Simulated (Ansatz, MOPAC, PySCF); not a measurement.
Molecule: SiHCl$_{2}$, net charge 1, singlet state. SMILES of the parent species: Cl[SiH]Cl
Structure (B3LYP-D3(BJ)/def2-TZVP (Ansatz, a program for electronic structure) minimum search):
```xyz
4

Cl    -1.7007    -0.3216     0.0569
Si     0.0010     0.6388    -0.0062
Cl     1.6996    -0.3281    -0.0507
H      0.0034     2.1008    -0.0203
```
Charge +1, spin multiplicity 1.

Unscaled harmonic wavenumbers (cm⁻¹) in rising order, each level at the stationary point that it reaches from this structure (no distance between atoms moves by over 0.3 Å); the order of modes can differ between levels, and a negative number is imaginary. B3LYP-D3(BJ)/def2-TZVP (PySCF, at the structure above): 203, 516, 576, 719, 812, 2333.

PM3 (MOPAC): 159, 429, 442, 503, 673, 1732. Zero-point energy 5.6 against 7.4 kcal/mol; where all levels lie over 400 cm⁻¹, the wavenumbers are on average 0.774 times those of B3LYP-D3(BJ)/def2-TZVP.

B3LYP/6-31G* (Ansatz): 203, 505, 566, 711, 819, 2368. Zero-point energy 7.4 against 7.4 kcal/mol; where all levels lie over 400 cm⁻¹, the wavenumbers are on average 0.995 times those of B3LYP-D3(BJ)/def2-TZVP.
